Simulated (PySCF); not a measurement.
H₂O₂S₂, SMILES OSSO. The structure is a stationary point at PBE-D3(BJ)/def2-SVP. One conformer was computed; it need not be the lowest.

These are PySCF with PBE-D3(BJ)/def2-SVP values and carry that method's errors.

Harmonic wavenumbers (cm⁻¹): 151, 241, 266, 384, 400, 512, 675, 697, 1086, 1115, 3644, 3647. Rotational constants (GHz): 10.44, 2.617, 2.421; symmetry number 2.

Q: Work out the zero-point energy and the ideal-gas rigid-rotor harmonic-oscillator thermochemistry at 298.15 K and 1 atm.

A: ZPE = ½ Σ hcν = ½ × 12817 cm⁻¹ = 76.67 kJ/mol. H − E(el) = 93.78 kJ/mol. Entropy in J/(mol K): translation 165.95, rotation 102.97, vibration 39.60, total 308.52. G − E(el) = 1.80 kJ/mol. Cp = 82.99 J/(mol K).
